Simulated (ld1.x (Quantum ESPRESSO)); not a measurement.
## Tl: RRKJ pseudisation with BLYP, scalar-relativistic reference atom.

Tl, norm-conserving RRKJ (Kleinman–Bylander form), made with ld1.x (Quantum ESPRESSO) 7.5 (BLYP, scalar-relativistic). Core [Xe] 4f14, reference 5d10 6s2 6p0.75 (charge +0.25). Waves: 6s (bound): rc 2.15 bohr; 6p (bound): rc 2.25 bohr; 5d (bound): rc 1.45 bohr. Local part: the d channel. Core correction: a·sin(br)/r model core inside 1.45 bohr. rho0 = 0.01.

All-electron outer shells of the reference configuration (BLYP, scalar-relativistic, ld1.x):

| shell | level (eV) | outermost node (bohr) | outermost maximum (bohr) |
| --- | --- | --- | --- |
| 4f | -115.46 | – | 0.36 |
| 5p | -77.55 | 0.50 | 0.90 |
| 5d | -16.92 | 0.53 | 1.11 |
| 6s | -11.04 | 1.04 | 2.08 |
| 6p | -3.69 | 1.23 | 2.87 |

Results:

```json
{
 "Cutoffs needed": "50 Ry and 90 Ry (the cutoffs (Ry, on a coarse ladder) from which the occupation-weighted sum of valence levels, in a spherical-Bessel basis at the reference potential, stays within 10 and 1 mRy of its value at 400 Ry)",
 "Ghost test": "ghost states, extra bound levels that the all-electron valence spectrum of the same l lacks: s at -82.5 eV, p at -19.6 eV; a true bound ghost makes a file unfit for plane-wave use (spherical-Bessel basis up to 400 Ry, 20 bohr box)",
 "Largest excitation error": "-33 meV (all-electron minus pseudo) for 5d9 6s0 6p0, out of 7 test configurations"
}
```

Generation and tests took about 1.9 s on one core of a shared server CPU.
